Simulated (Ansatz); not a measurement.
Mulliken charges of CH₅AlS₂ (`[CH3][Al]([SH])[SH]`) from ωB97M-V/def2-TZVPP in Ansatz (PBE0-D4/def2-TZVP geometry).

| atom | x (Å) | y (Å) | z (Å) | charge (e) |
| --- | --- | --- | --- | --- |
| C1 | -0.518 | 0.372 | 1.059 | -0.505 |
| Al2 | 0.290 | -0.206 | -0.612 | 0.457 |
| S3 | 2.175 | -1.308 | -0.683 | -0.265 |
| S4 | -0.588 | 0.168 | -2.577 | -0.264 |
| H5 | 0.188 | 0.968 | 1.645 | 0.119 |
| H6 | -0.796 | -0.493 | 1.670 | 0.120 |
| H7 | -1.416 | 0.972 | 0.898 | 0.109 |
| H8 | 2.307 | -1.291 | 0.655 | 0.114 |
| H9 | -1.643 | 0.817 | -2.056 | 0.115 |

Task: By hand: the dipole of these point charges (1 e Å = 4.8032 D).

Result: Σ q r = (-0.180, 0.129, 0.379) e Å, of length 0.439 e Å = 2.11 D.

Task: How does the dipole of the full density compare? (An estimate is asked.)

Result: The calculation gave: (-0.233, 0.168, 0.466) e Å, 2.63 D; the point charges give 0.80 times that, at 1° from its direction.

Point charges leave out the atoms' own dipoles, such as those of lone pairs, and Mulliken's split depends on the basis, so the two needn't agree.
